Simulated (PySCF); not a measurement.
Worked example: refractive index and permittivity of the vapour

In(Br)2(OH) (Br₂HInO), SMILES [OH][In]([Br])[Br].

The structure is a stationary point at B3LYP-D3(BJ)/def2-SVP. The structure was generated by enumeration; whether it is a known compound was not checked. The def2 effective core potentials stand for the cores of In; spin–orbit coupling is left out. Other conformers were not sampled.

PBE/def2-TZVP (PySCF) gives a mean static polarisability of 84.2 bohr³ and a dipole moment of 1.28 D. Take an ideal gas at 298.15 K and 1 bar, whether or not the substance is that volatile.

Task: Work out n − 1 in the optical limit and the static ε − 1.

Result: 
Polarisability volume α' = 84.2 × 0.148185 = 12.48 Å³. Number density N = p/kT = 2.43e-5 Å⁻³.
Dilute limit of Lorentz–Lorenz: n − 1 = 2π N α' = 0.0019.
Orientation term of Debye: μ²/(3kT) = 8.098 Å³ × μ²(D²) = 13.27 Å³.
ε − 1 = 4π N (α' + μ²/3kT) = 0.0079. Orientation of the dipole supplies 52 % of the static response; it can't follow optical fields. Vibrational polarisation and dispersion are left out.
